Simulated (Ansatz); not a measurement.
Gas-phase electronic energies from Ansatz, PBE0-D4/def2-TZVP geometries. CCSD(T)/CBS is the MP2 limit (def2-TZVPP, def2-QZVPP) plus CCSD(T) − MP2 in def2-TZVPP, frozen cores. This one scheme is used for every species. Functionals use def2-TZVPP. B3LYP here is the variant with VWN-RPA as its local correlation; programs differ in this. For Ge outer-core shells are correlated without core-valence functions, which leaves a few kJ/mol of doubt a bond. Scalar relativity is left out up to krypton. Each species was taken in one conformer, which may not be the lowest.

Consider the formal exchange of groups at a Ge–B bond: `[BH2][GeH2][SiH2][SiH3]` + `[GeH3][SiH2][GeH3]` → `[SiH3][SiH2][GeH2][GeH2][SiH2][GeH3]` + BH₃.

```json
{"level": "PBE-D4", "ΔE (kcal/mol)": "-10.1", "difference from CCSD(T)/CBS": "1.4"}
{"level": "r2SCAN-D4", "ΔE (kcal/mol)": "-9.7", "difference from CCSD(T)/CBS": "1.8"}
{"level": "B3LYP-D4", "ΔE (kcal/mol)": "-12.3", "difference from CCSD(T)/CBS": "-0.8"}
{"level": "ωB97X-V", "ΔE (kcal/mol)": "-10.9", "difference from CCSD(T)/CBS": "0.6"}
{"level": "PBE0", "ΔE (kcal/mol)": "-8.0", "difference from CCSD(T)/CBS": "3.5"}
{"level": "B3LYP", "ΔE (kcal/mol)": "-7.2", "difference from CCSD(T)/CBS": "4.3"}
{"level": "HF/def2-TZVPP", "ΔE (kcal/mol)": "-8.3", "difference from CCSD(T)/CBS": "3.2"}
{"level": "MP2/def2-QZVPP", "ΔE (kcal/mol)": "-13.3", "difference from CCSD(T)/CBS": "-1.8"}
{"level": "MP2/CBS(def2)", "ΔE (kcal/mol)": "-13.4", "difference from CCSD(T)/CBS": "-1.9"}
{"level": "CCSD/CBS(def2)", "ΔE (kcal/mol)": "-10.9", "difference from CCSD(T)/CBS": "0.6"}
{"level": "CCSD(T)/CBS", "ΔE (kcal/mol)": "-11.5", "difference from CCSD(T)/CBS": "0"}
```

Largest T1 diagnostic among the species: 0.013.

From PBE to PBE0 (25 % exact exchange), in def2-TZVPP and without D4, ΔE moves by −1.1 kcal/mol. In def2-TZVPP, CCSD(T) changes the Hartree–Fock value by −3.2 kcal/mol (the triples alone add −0.6 kcal/mol) and MP2 by −5.1 kcal/mol.
